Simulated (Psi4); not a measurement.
HClSi (SMILES [SiH]Cl), singlet, geometry from GFN2-xTB; Psi4 with WB97X-V/6-311G**.

The Psi4 input:
```
memory 2 GB

molecule mol {
0 1
  Si    0.793635   -0.215555    0.717313
  H     1.842392   -0.415410   -0.312898
  Cl   -0.761958    0.201951   -0.572322
}

set basis 6-311g**
set reference rks

energy('wb97x-v')
print_variables()
```

Problem. What does Psi4 print? Leave out banner, timings and long lists.

Solution. 
```
   => Loading Basis Set <=

    Name: 6-311G**
    Role: ORBITAL
    Keyword: BASIS

         ---------------------------------------------------------
                                   SCF
               by Justin Turney, Rob Parrish, Andy Simmonett
                          and Daniel G. A. Smith
                              RKS Reference
         ---------------------------------------------------------

  ==> Geometry <==

    Molecular point group: cs
    Full point group: Cs

    Geometry (in Angstrom), charge = 0, multiplicity = 1:

       Center              X                  Y                   Z               Mass
    ------------   -----------------  -----------------  -----------------  -----------------
         SI          -0.863371413214     0.722018841959     0.000000000000    27.976926534650
         H           -1.930130360914    -0.309093818276     0.000000000000     1.007825032230
         CL           0.746370277863    -0.568744871089     0.000000000000    34.968852682000

  Running in cs symmetry.

  Rotational constants: A =      8.06159  B =      0.24794  C =      0.24054 [cm^-1]
  Rotational constants: A = 241680.24263  B =   7433.12023  C =   7211.32853 [MHz]
  Nuclear repulsion =   69.378093779721482

  Charge       = 0
  Multiplicity = 1
  Electrons    = 32
  Nalpha       = 16
  Nbeta        = 16

  ==> Algorithm <==

  SCF Algorithm Type is DF.
  DIIS enabled.
  MOM disabled.
  Fractional occupation disabled.
  Guess Type is SAD.
  Energy threshold   = 1.00e-06
  Density threshold  = 1.00e-06
  Integral threshold = 1.00e-12

  ==> Primary Basis <==

  Basis Set: 6-311G**
    Blend: 6-311G**
    Number of shells: 28
    Number of basis functions: 58
    Number of Cartesian functions: 60
    Spherical Harmonics?: true
    Max angular momentum: 2

  ==> DFT Potential <==

   => LibXC <=

    Version 7.1.2
    S. Lehtola, C. Steigemann, M. J. T. Oliveira, and M. A. L. Marques,  SoftwareX 7, 1–5 (2018) (10.1016/j.softx.2017.11.002)

   => Composite Functional: WB97X-V <=

    wB97X-V Hyb-GGA Exchange-Correlation Functional

    N. Mardirossian and M. Head-Gordon,  Phys. Chem. Chem. Phys. 16, 9904–9924 (2014) (10.1039/C3CP54374A)

    Deriv               =              1
    GGA                 =           TRUE
    Meta                =          FALSE

    Exchange Hybrid     =           TRUE
    MP2 Hybrid          =          FALSE

   => Exchange-Correlation Functionals <=

    1.0000   wB97X-V range-separated functional

[...]
   @DF-RKS iter   4:  -750.17127546883614   -1.75586e-04   1.20052e-04 ADIIS/DIIS
   @DF-RKS iter   5:  -750.17130283910092   -2.73703e-05   1.80378e-05 DIIS
   @DF-RKS iter   6:  -750.17130447583270   -1.63673e-06   6.17391e-06 DIIS
   @DF-RKS iter   7:  -750.17130463888873   -1.63056e-07   1.78879e-06 DIIS
   @DF-RKS iter   8:  -750.17130465375249   -1.48638e-08   4.78729e-07 DIIS
  Energy and wave function converged.

  ==> Post-Iterations <==

   Electrons on quadrature grid:
      Ntotal   =   31.9999967426 ; deviation = -3.257e-06

    Orbital Energies [Eh]
    ---------------------

    Doubly Occupied:

[...]
      13Ap    -0.340270

    Virtual:

[...]
    Final Occupation by Irrep:
             Ap   App
    DOCC [    13,    3 ]
    NA   [    13,    3 ]
    NB   [    13,    3 ]

  @DF-RKS Final Energy:  -750.17130465375249

   => Energetics <=

    Nuclear Repulsion Energy =             69.3780937797214818
    One-Electron Energy =               -1174.9719262586436344
    Two-Electron Energy =                 392.5003281092197085
    DFT Exchange-Correlation Energy =     -37.2119299386207487
    Empirical Dispersion Energy =           0.0000000000000000
    VV10 Nonlocal Energy =                  0.1341296545707059
    Total Energy =                       -750.1713046537524860

Computation Completed

Properties will be evaluated at   0.000000,   0.000000,   0.000000 [a0]

Properties computed using the SCF density matrix

 Multipole Moments:

 ------------------------------------------------------------------------------------
     Multipole            Electronic (a.u.)      Nuclear  (a.u.)        Total (a.u.)
 ------------------------------------------------------------------------------------

 L = 1.  Multiply by 2.5417464519 to convert [e a0] to [Debye]
 Dipole X            :          1.9666504           -2.5115130           -0.5448625
 Dipole Y            :         -0.0613307            0.2466228            0.1852921
 Dipole Z            :          0.0000000            0.0000000            0.0000000
 Magnitude           :                                                    0.5755070

 ------------------------------------------------------------------------------------

  Variable Map:
  ----------------------------------------------------------------------------
[...]
  Array Variable Map:
  ----------------------------------------------------------------------------
[...]
[...]
```
